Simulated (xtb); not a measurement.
ClMoO2, doublet, at a GFN2-xTB geometry (such geometries of metal compounds can be far from the true shape) (the multiplicity is a formal guess); GFN1-xTB in xtb.

xtb was given this input:
```
$ xtb mol.xyz --gfn 1 --uhf 1 --json

# file mol.xyz
4

Mo     0.14669139    -0.21723107     0.15452263
O      1.66014682    -0.63486898    -0.28870204
O     -0.59279658    -0.94573942     1.41303366
Cl    -0.86469648     1.28050424    -0.91085902
```

Output, abridged:

```
   ID    Z sym.   atoms
    1   42 Mo     1
    2    8 O      2, 3
    3   17 Cl     4

           -------------------------------------------------
          |                Calculation Setup                |
           -------------------------------------------------

           -------------------------------------------------
          |                 G F N 1 - x T B                 |
           -------------------------------------------------

          ...................................................
          :                      SETUP                      :
          :.................................................:
          :  # basis functions                  28          :
          :  # atomic orbitals                  26          :
          :  # shells                           10          :
          :  # electrons                        25          :
          :  # halogen bonds                     2          :
          :  max. iterations                   250          :
          :  Hamiltonian                  GFN1-xTB          :
          :  restarted?                      false          :
          :  GBSA solvation                  false          :
          :  PC potential                    false          :
          :  electronic temp.          300.0000000     K    :
          :  accuracy                    1.0000000          :
          :  -> integral cutoff          0.2500000E+02      :
          :  -> integral neglect         0.1000000E-07      :
          :  -> SCF convergence          0.1000000E-05 Eh   :
          :  -> wf. convergence          0.2000000E-04 e    :
          :  Broyden damping             0.4000000          :
          :  net charge                          0          :
          :  unpaired electrons                  1          :
          ...................................................

 iter      E             dE          RMSdq      gap      omega  full diag
   1    -15.8857596 -0.158858E+02  0.889E+00    1.72       0.0  T
   2    -15.8981186 -0.123590E-01  0.489E+00    1.82       1.0  T
   3    -15.8962912  0.182738E-02  0.225E+00    1.77       1.0  T
   4    -15.9005744 -0.428320E-02  0.698E-02    1.81       1.0  T
   5    -15.9005747 -0.251876E-06  0.326E-02    1.81       1.5  T
   6    -15.9005752 -0.566975E-06  0.425E-03    1.81      11.8  T
   7    -15.9005753 -0.946875E-08  0.335E-05    1.81    1491.4  T
   8    -15.9005753 -0.273559E-11  0.525E-06    1.81    9525.3  T

[...]
         :: total energy             -15.799475314553 Eh    ::
[...]
        14                         -0.3354402              -9.1278 (LUMO)
        15                         -0.2832294              -7.7071
        16                         -0.2172772              -5.9124
        17                         -0.1924754              -5.2375
        18                         -0.1378085              -3.7500
        19                         -0.1063230              -2.8932
        20                         -0.1039921              -2.8298
        21                         -0.0746855              -2.0323
        22                         -0.0701522              -1.9089
        23                         -0.0359711              -0.9788
        24                          0.2638222               7.1790
       ...                                ...                  ...
        26                          0.3624481               9.8627
      -------------------------------------------------------------
                  HL-Gap            0.0665705 Eh            1.8115 eV
             Fermi-level           -0.4087771 Eh          -11.1234 eV

  Mulliken/CM5 charges         n(s)   n(p)   n(d)
     1Mo    1.54368  2.16377   0.707  0.987  2.763
     2O    -0.66113 -0.91750   1.695  4.966  0.000
     3O    -0.66113 -0.91750   1.695  4.966  0.000
     4Cl   -0.22141 -0.32876   1.877  5.356 -0.012

Wiberg/Mayer (AO) data.
largest (>0.10) Wiberg bond orders for each atom

 ---------------------------------------------------------------------------
     #   Z sym  total        # sym  WBO       # sym  WBO       # sym  WBO
 ---------------------------------------------------------------------------
     1  42 Mo   5.280 --     3 O    2.020     2 O    2.020     4 Cl   1.240
     2   8 O    2.164 --     1 Mo   2.020
     3   8 O    2.164 --     1 Mo   2.020
     4  17 Cl   1.343 --     1 Mo   1.240
 ---------------------------------------------------------------------------

Topologies differ in total number of bonds
Writing topology from bond orders to xtbtopo.mol

 dipole moment from electron density (au)
     X       Y       Z
  -0.8147   1.2064  -0.8582  total (Debye):    4.295

           -------------------------------------------------
          | TOTAL ENERGY              -15.799475314553 Eh   |
          | GRADIENT NORM               0.044635288628 Eh/α |
          | HOMO-LUMO GAP               1.811474231636 eV   |
           -------------------------------------------------

normal termination of xtb
```
